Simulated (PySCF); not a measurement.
C₃H₈OSSi.
Cartesian coordinates in Å at the PBE0-D3(BJ)/def2-SVP level; atoms count from 1:
```
atom  x, y, z in Å
C1    -2.0747   -0.0405    0.2851
C2    -1.2958   -0.2449   -0.9661
S3    -1.9654   -0.5313   -2.4202
C4     0.2079   -0.1835   -0.8342
O5     0.6069    0.1648    0.4610
Si6    2.2024    0.3191    0.9315
H7    -1.7455   -0.7593    1.0539
H8    -3.1503   -0.1370    0.0993
H9    -1.8434    0.9534    0.7034
H10    0.6047   -1.1759   -1.1274
H11    0.5855    0.5343   -1.5875
H12    2.9314   -0.9723    0.7342
H13    2.1754    0.6897    2.3706
H14    2.8848    1.3799    0.1276
```

The calculation used core-valence-separated Tamm–Dancoff BHandHLYP/aug-pcX-1 (pcseg-1 on H, def2-SVPD on Si, def2-SVPD on S) in PySCF, non-relativistic, gas phase, PBE0-D3(BJ)/def2-SVP geometry. BHandHLYP without relativity tends to put these K edges a few eV too low, so spacings mean more than positions.

The lowest roots of each edge with f over 0.003 (five at most, numbered afresh; weaker and dark ones are left out), with transition dipoles (au) in the frame of the coordinates:

```csv
root,edge,E (eV),μx,μy,μz
1,C,282.01,0.0033,-0.1049,0.0191
2,C,285.81,0.0038,-0.0049,-0.0295
3,C,286.60,0.0645,-0.0165,0.0173
4,C,286.63,0.0175,0.0698,-0.0094
5,C,287.00,-0.0079,0.0177,0.0668
6,O,532.66,-0.0262,0.0005,0.0055
7,O,534.04,0.0235,-0.0027,-0.0119
8,O,534.41,0.0020,-0.0296,0.0096
9,O,534.48,0.0111,0.0061,0.0171
10,O,534.78,-0.0167,-0.0119,-0.0399
```

Problem. What are the oscillator strengths?

Solution. f = (2/3) ΔE |μ|², with ΔE in hartree (27.2114 eV):

```
root  ΔE (Eh)  |μ|² (au)      f  core hole on
   1  10.3637   0.011380  0.079            C2
   2  10.5035   0.000909  0.006            C1
   3  10.5325   0.004732  0.033            C1
   4  10.5336   0.005267  0.037            C1
   5  10.5472   0.004838  0.034            C4
   6  19.5750   0.000717  0.009            O5
   7  19.6258   0.000701  0.009            O5
   8  19.6393   0.000972  0.013            O5
   9  19.6417   0.000453  0.006            O5
  10  19.6529   0.002013  0.026            O5
```

Problem. Molecules are fixed in this frame and the field points along y. What effective strengths 3 f cos²θ do the roots have (θ between field and μ)?

Solution. root 1 (C2): 0.228, root 2 (C1): 0.001, root 3 (C1): 0.006, root 4 (C1): 0.103, root 5 (C4): 0.007, root 6 (O5): 0.000, root 7 (O5): 0.000, root 8 (O5): 0.034, root 9 (O5): 0.001, root 10 (O5): 0.006. Root 1 is the strongest. Averaged over all orientations cos²θ is 1/3, which gives f back.

One conformer stands for the species.
